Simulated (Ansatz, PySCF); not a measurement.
C4H9AlBrN (SMILES C=[CH][Al]([Br])[N](C)C), singlet, geometry from GFN2-xTB (such geometries of metal compounds can be far from the true shape), with bond 12-9 at 1.8 times its length. Base run: PySCF with CASSCF(6,6)/STO-3G.

Here is a job for PySCF.
```python
from pyscf import gto, scf, mcscf
import numpy

mol = gto.Mole()
mol.atom = '''
    Al   -0.197234   -0.036898   -0.361571
    Br    1.843577   -0.455477    0.514458
    C    -0.497992   -0.689569   -2.202536
    C    -1.663454   -0.879891   -2.817464
    H     0.402803   -0.971486   -2.759109
    H    -1.736698   -1.279595   -3.821110
    H    -2.606507   -0.644173   -2.346697
    N    -1.364848    0.845500    0.679267
    C    -2.587762    1.412409    0.138294
    C    -1.260067    1.054030    2.116371
    H    -3.475047    0.934891    0.569902
    H    -2.691899    3.346465    0.513866
    H    -2.599722    1.269101   -0.942339
    H    -1.281956    2.122819    2.357562
    H    -2.088148    0.567683    2.644904
    H    -0.320686    0.634867    2.481488
'''
mol.basis = 'sto-3g'
mol.charge = 0
mol.spin = 0
mol.verbose = 3
mol.build()

mf = scf.RHF(mol)
mf.kernel()
mc = mcscf.CASSCF(mf, 6, 6)
mc.fix_spin_(ss=0.0)
mc.kernel()
occ = numpy.linalg.eigvalsh(mc.fcisolver.make_rdm1(mc.ci, mc.ncas, mc.nelecas))[::-1]
ss = mc.fcisolver.spin_square(mc.ci, mc.ncas, mc.nelecas)[0]
print('natural occupations', occ.round(4), ' <S^2>', round(ss, 4))
```

Programs used: Ansatz (a quantum-chemistry and plane-wave program), PySCF; a row that names a program was run with it.

Each row names what was changed in the base input (with any setting that the change needs).

```
change                                                ΔE vs base (mEh)                      natural occupations  <S^2> of the state
----------------------------------------------------  ----------------  ---------------------------------------  ------------------
base                                                             0.000            1.99 1.98 1.72 0.28 0.02 0.01                0.00
active space = 2 electrons, 2 orbitals                          31.700                                1.72 0.28                0.00
fix_spin_ = off                                                  0.000            1.99 1.98 1.72 0.28 0.02 0.01                0.00
conv_tol = 1e-5                                                  9.759            1.99 1.98 1.72 0.28 0.02 0.01                0.00
orbitals = fixed (CASCI)                                        82.366            2.00 2.00 1.89 0.11 0.00 0.00                0.00
code = ansatz; correction = SC-NEVPT2, all electrons            -279.8                                        -                   -
orbitals = fixed (CASCI); correction = SC-NEVPT2                -263.0            2.00 2.00 1.89 0.11 0.00 0.00                0.00
active space = 6 electrons, 8 orbitals                          -6.223  1.98 1.98 1.72 0.28 0.02 0.02 0.00 0.00                0.00
state_average = 2 states                                        18.569                                        -                   -
active space = 4 electrons, 4 orbitals                          15.214                      1.98 1.72 0.28 0.02                0.00
solver = newton                                                  0.001            1.99 1.98 1.72 0.28 0.02 0.01                0.00
```

Active orbitals are taken around the Fermi level unless the row says otherwise; CASSCF can end in different local minima, and two programs can end on different orbitals. State-averaged rows give the lowest state.
